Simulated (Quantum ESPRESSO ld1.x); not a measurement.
Task: The mean radii <r> (bohr) of the occupied orbitals of an atom or ion are listed with their occupations. All-electron calculation, scalar-relativistic Kohn-Sham, BLYP, spin-unpolarised, spherical densities, point nucleus. Program: ld1.x of Quantum ESPRESSO 7.5.

| orbital | occ. | <r> |
|---|---|---|
| 1s | 2 | 0.01714 |
| 2s | 2 | 0.07233 |
| 2p | 6 | 0.06521 |
| 3s | 2 | 0.1870 |
| 3p | 6 | 0.1880 |
| 3d | 10 | 0.1703 |
| 4s | 2 | 0.4141 |
| 4p | 6 | 0.4403 |
| 4d | 10 | 0.4643 |
| 5s | 2 | 0.8754 |
| 4f | 14 | 0.4939 |
| 5p | 1 | 0.9575 |

Name the element and its charge.

Result: Z = 78, platinum, charge +15: Pt15+ in [Kr] 4d10 4f14 5s2 5p1. The 1s radius gives Z: for a bare nucleus <r> = (2 gamma + 1)/(2Z) with gamma = sqrt(1 - (Z/c)^2), 0.01695 bohr for Z = 78, and screening makes it slightly larger (0.01714 here). The occupations add up to 63, and the charge is Z minus that.
